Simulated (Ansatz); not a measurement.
Gas-phase electronic energies from Ansatz, PBE0-D4/def2-TZVP geometries. CCSD(T)/CBS adds triple-zeta CCSD(T) − MP2 to the extrapolated MP2 energy (def2 sets, frozen cores). Functionals use def2-TZVPP. For Br outer-core shells are correlated without core-valence functions, which leaves a few kJ/mol of doubt a bond. Scalar relativity is left out up to krypton. Each species was taken in one conformer, which may not be the lowest.

Consider the isomerisation: `C=C(Br)CC` → `CC/C=C\Br`.

`C=C(Br)CC`:

Z-matrix (Å, degrees):
```
C
C 1 1.523
C 1 1.491 2 113.8
H 1 1.095 2 109.6 3 -122.2
H 1 1.094 2 110.0 3 120.4
H 2 1.092 1 110.4 3 -179.7
H 2 1.092 1 110.9 3 -59.7
H 2 1.091 1 111.1 3 60.5
Br 3 1.905 1 114.6 2 -65.6
C 3 1.322 1 126.3 2 114.3
H 10 1.085 3 119.3 1 0.4
H 10 1.081 3 122.6 1 -179.7
```

`CC/C=C\Br`:

Cartesian coordinates in Å:
```
C 1.440 0.763 0.148
C 0.271 -0.040 0.708
C -0.958 0.114 -0.118
C -1.604 -0.816 -0.802
Br -1.101 -2.633 -0.871
H 2.319 0.666 0.788
H 1.708 0.413 -0.852
H 1.194 1.825 0.075
H 0.053 0.302 1.726
H 0.538 -1.096 0.779
H -1.374 1.118 -0.190
H -2.488 -0.616 -1.391
```

| level | ΔE (kJ/mol) |
| --- | --- |
| LDA (SPW92) | 5.7 |
| PBE0 | 3.5 |
| SCS-MP2/def2-TZVPP | 8.2 |
| SCS-MP2/def2-QZVPP | 8.1 |

Q: What does CCSD(T)/CBS give? (Estimate.)

A: Ansatz gave: +7.3 kJ/mol. The listed levels differ from it by -1.6, -3.8, 0.9, 0.8 kJ/mol.

Q: What do rigid-rotor, harmonic-oscillator terms from PBE0-D4/def2-TZVP frequencies (298.15 K, 1 bar) make of the CCSD(T)/CBS value? (Estimate.)

A: Ansatz gave: ΔZPE = +0.7 kJ/mol, ΔH = +8.2 kJ/mol, ΔS = 8 J/(mol·K), ΔG = +5.6 kJ/mol. Modes under 50 cm⁻¹ make the entropy rough.

Largest T1 diagnostic among the species: 0.009.

Leaving LDA and LC-ωPBE aside and taking each functional with its dispersion term where it has one, the values, not all of them listed here, spread over 1.9 kJ/mol, from HSE06-D4 to ωB97M-V. In def2-TZVPP, CCSD(T) changes the Hartree–Fock value by +4.3 kJ/mol (the triples alone add +0.8 kJ/mol) and MP2 by +6.5 kJ/mol.

CCSD(T)/CBS has its own doubt, a few kJ/mol and more with outer-core shells, so smaller differences from it don't rank the levels.
